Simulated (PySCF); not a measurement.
BH2O3, SMILES [O-]B(O)O, charge -1.

Coordinates come from a B3LYP-D3(BJ)/def2-SVPD optimisation. One conformer was computed; it need not be the lowest.

The numbers are results of HF/def2-TZVPD in PySCF, not measurements.

Symmetry labels are those of the subgroup C2v that the program uses (full group C2v).

Task: List the valence orbital energies around the gap with their symmetry. (An estimate is asked for; the answer gives what the named calculation found.)

Result: 
```json
[
 {"orbital": "HOMO−7", "symmetry": "B2", "energy (eV)": "-11.38"},
 {"orbital": "HOMO−6", "symmetry": "A1", "energy (eV)": "-10.77"},
 {"orbital": "HOMO−5", "symmetry": "B2", "energy (eV)": "-10.52"},
 {"orbital": "HOMO−4", "symmetry": "B1", "energy (eV)": "-9.55"},
 {"orbital": "HOMO−3", "symmetry": "A1", "energy (eV)": "-7.84"},
 {"orbital": "HOMO−2", "symmetry": "A2", "energy (eV)": "-7.77"},
 {"orbital": "HOMO−1", "symmetry": "B1", "energy (eV)": "-5.20"},
 {"orbital": "HOMO", "symmetry": "B2", "energy (eV)": "-4.96"},
 {"orbital": "LUMO", "symmetry": "A1", "energy (eV)": "4.80"},
 {"orbital": "LUMO+1", "symmetry": "B2", "energy (eV)": "5.59"},
 {"orbital": "LUMO+2", "symmetry": "A1", "energy (eV)": "6.09"},
 {"orbital": "LUMO+3", "symmetry": "B1", "energy (eV)": "6.60"}
]
```
